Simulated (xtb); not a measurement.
Cd(Br)(SiH3) (BrCdH3Si), SMILES [SiH3][Cd][Br]. All values are semi-empirical tight-binding results from xtb (GFN2-xTB unless named), good for trends rather than for accurate numbers. The structure is a stationary point at GFN2-xTB. The structure was generated by enumeration; whether it is a known compound was not checked.

For metal compounds this method's bond lengths and energies can be far off.

Estimate the properties. (An estimate is asked for; the answer gives what the named calculation found.)


| Quantity | Result |
|---|---|
| orbital gap | 3.22 eV |
| zero-point energy | 14.4 kcal/mol |
| G − E(el) at 298.15 K (modified RRHO) | -6.5 kcal/mol |
